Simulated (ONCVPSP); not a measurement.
## What one change does to a pseudopotential (Mn, ONCV)

ONCVPSP 4.0.1 input, shortened (lines: element, Z, core and valence counts, functional; n l f; lmax; l rc ep ncon nbas qcut; lloc lpopt rc5 dvloc0; l nproj debl; icmod fcfact rcfact), PBE, scalar-relativistic:

```
  Mn 25.00    5    3        4      upf
    1    0    2.00
    2    0    2.00
    2    1    6.00
    3    0    2.00
    3    1    6.00
    3    2    5.00
    4    0    1.75
    4    1    0.25
    2
    0    2.40    0.00    4    9    2.80
    1    2.65    0.00    4    7    3.50
    2    1.25    0.00    5    9   14.50
    2    5    1.25    0.00
    0    2    0.90
    1    2    2.60
    2    0    0.50
    3    5.50    1.50
```

All-electron outer shells of the reference configuration (PBE, scalar-relativistic, ld1.x):

| shell | level (eV) | outermost node (bohr) | outermost maximum (bohr) |
| --- | --- | --- | --- |
| 3s | -86.31 | 0.34 | 0.74 |
| 3p | -55.03 | 0.31 | 0.75 |
| 3d | -7.19 | – | 0.76 |
| 4s | -5.38 | 1.05 | 2.51 |
| 4p | -1.58 | 1.16 | 3.38 |

Change: core correction Teter function, fcfact 1.4, rcfact 1.5.

Cutoffs: the cutoffs (Ha) at which the residual kinetic energy of the hardest occupied pseudo-wave falls to 1 and 0.1 mHa per electron; they do not see the model core or the augmentation charge, which bear on the density cutoff. Errors are all-electron minus pseudo energies relative to the spin-unpolarised reference configuration.

Problem. How do hardness, ghosts and transferability respond?

Solution. The potential gets neither clearly harder nor softer (72 Ha and 83 Ha → 72 Ha and 83 Ha); both files keep a bound ghost (p, s); of the 3 tests that both files solve, the error grows in 0 and shrinks in 3 by more than 15 % and 0.3 meV (median size 26.1 → 3.2 meV). A model core, the more so a compact one, raises the density cutoff, which this test does not measure.

| quantity | base | changed |
| --- | --- | --- |
| cutoff, loose | 72 Ha | 72 Ha |
| cutoff, tight | 83 Ha | 83 Ha |
| bound ghosts | s, p | s, p |
| GHOST(+) flags under 300 eV | none | none |
| tests with a reliable result | 3 of 4 | 3 of 4 |
| error for 3d5 4s2 4p0, meV [ΔE -0.94 eV] | -0.4 | 0.0 |
| error for 3d5 4s1 4p0, meV [ΔE 7.48 eV] | -26 | -3.2 |
| error for 3d6 4s0 4p0, meV [ΔE 5.87 eV] | -283 | -193 |
| s: phases at 2.44 bohr within 0.05 rad from the reference energy up to (Ha; the scan ends near 5) | 2.1 | 2.1 |
| p: phases at 2.69 bohr within 0.05 rad from the reference energy up to (Ha; the scan ends near 5) | 5.0 | 5.0 |
| d: phases at 1.27 bohr within 0.05 rad from the reference energy up to (Ha; the scan ends near 5) | 2.6 | 2.6 |
| rms error of d²Exc/dni dnj with the model core, mHa | 4.03 | 7.17 |

 A true bound ghost makes a file unfit for plane-wave use even where its test errors are small: the radial tests pick states by their node count and pass the ghost by.
